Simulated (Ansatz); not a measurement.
Geometry optimisation, RKS PBE-D4/def2-SVP in Ansatz 0.2.0.

Input:

```yaml
crystal:
  periodic: [false, false, false]
  atoms:
    - { symbol: C, position_ang: [-1.745, -0.2028, 0.6457] }
    - { symbol: Si, position_ang: [0.0273, -0.1877, 0.9365] }
    - { symbol: Br, position_ang: [0.4836, -1.9851, 2.1342] }
    - { symbol: C, position_ang: [1.0953, -0.2554, -0.6577] }
    - { symbol: "N", position_ang: [0.8372, 0.9243, -1.4997] }
    - { symbol: H, position_ang: [-2.0835, 0.7429, 0.0576] }
    - { symbol: H, position_ang: [-2.3251, -0.136, 1.5788] }
    - { symbol: H, position_ang: [-2.0779, -1.0225, 0.065] }
    - { symbol: H, position_ang: [0.4439, 1.0293, 1.7642] }
    - { symbol: H, position_ang: [2.089, -0.3816, -0.4067] }
    - { symbol: H, position_ang: [0.6968, -1.1424, -1.2089] }
    - { symbol: H, position_ang: [0.37107, 0.61624, -2.3274] }
    - { symbol: H, position_ang: [0.16927, 1.54856, -1.02651] }
basis:
  gaussian: { orbitals: def2-SVP }
hamiltonian:
  xc: pbe
  dispersion: d4
relax:
  f_tol: 0.015
  max_steps: 40
```

Command:

```bash
$ ansatz run input.yaml --threads 2 --pin off --max-ram 3072MiB --backend cpu --events-out ev --progress --plain --runs-dir out
```

Question: Where does it end, and by what steps?

Answer: The run converged. After 9 steps the energy has fallen by 0.571 eV; H13 moved furthest, 0.85 Å.

```
step  energy less start (eV)  largest force component (eV/Å)  accepted
   0                  0.0000                           3.913       yes
   1                 -0.3637                           1.044       yes
   2                 -0.4390                           0.526       yes
   3                 -0.4695                           0.671       yes
   4                 -0.4969                           0.962       yes
   5                 -0.5529                           0.260       yes
   6                 -0.5331                           0.416        no
   7                 -0.5684                           0.089       yes
   8                 -0.5710                           0.031       yes
   9                 -0.5713                           0.012       yes
```

```xyz
13
Properties=species:S:1:pos:R:3
C -1.829 -0.247 0.573
Si 0.024 -0.212 0.916
Br 0.532 -1.918 2.316
C 1.032 -0.301 -0.697
N 0.783 0.860 -1.566
H -2.112 0.567 -0.126
H -2.404 -0.107 1.510
H -2.129 -1.216 0.125
H 0.384 1.071 1.621
H 2.117 -0.364 -0.463
H 0.797 -1.236 -1.249
H -0.209 0.913 -1.832
H 0.996 1.738 -1.074
```

Run time: 34 s on 2 threads of Arm Neoverse V2, on a shared host, peak memory 0.18 GiB.
